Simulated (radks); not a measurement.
A nucleus of charge 16.4 with 16 electrons, configuration [Ne] 3s2 3p4.

All-electron calculation, scalar-relativistic Kohn-Sham, PBE, spin-polarised, spherical densities, finite nucleus; open shells are filled with parallel spins first; Fermi nuclear charge, rms radius 3.2611 fm. Program: a radial shooting solver on a logarithmic mesh with Libxc functionals.

Energy parts (Ry):
part                       energy
total                  -846.51145
kinetic                 849.99443
electron-nucleus      -2013.53711
Hartree                 369.84480
exchange-correlation    -52.81357

Orbitals (lengths in bohr, moments of r in powers of bohr; <r^-3> diverges for s and p1/2; r(max) is where P^2 peaks):
1s up: occ. 1; eigenvalue (Ry) -187.1160; r(max) 0.06171; <r^2> 0.01200
1s down: occ. 1; eigenvalue (Ry) -187.0944; r(max) 0.06170; <r^2> 0.01200
2s up: occ. 1; eigenvalue (Ry) -17.06981; r(max) 0.3771; <r^2> 0.2566
2s down: occ. 1; eigenvalue (Ry) -17.04941; r(max) 0.3773; <r^2> 0.2564
2p up: occ. 3; eigenvalue (Ry) -12.84619; r(max) 0.3156; <r^-3> 89.45; <r^2> 0.2283
2p down: occ. 3; eigenvalue (Ry) -12.81745; r(max) 0.3159; <r^-3> 89.36; <r^2> 0.2281
3s up: occ. 1; eigenvalue (Ry) -1.73121; r(max) 1.351; <r^2> 2.971
3s down: occ. 1; eigenvalue (Ry) -1.58201; r(max) 1.349; <r^2> 3.025
3p up: occ. 3; eigenvalue (Ry) -0.90265; r(max) 1.508; <r^-3> 6.731; <r^2> 4.212
3p down: occ. 1; eigenvalue (Ry) -0.76479; r(max) 1.515; <r^-3> 6.515; <r^2> 4.494

The highest occupied level is 3p down at -10.405 eV. Summed over all electrons, <r^2> = 25.03 bohr^2, which gives a Langevin (diamagnetic) susceptibility term of -19.8 x 10^-6 cm^3/mol. The electron density at the nucleus is 3206 e/bohr^3 (large components only). The density falls to 0.001 e/bohr^3 at r = 3.85 bohr. Spin moment in Bohr magnetons: 2.
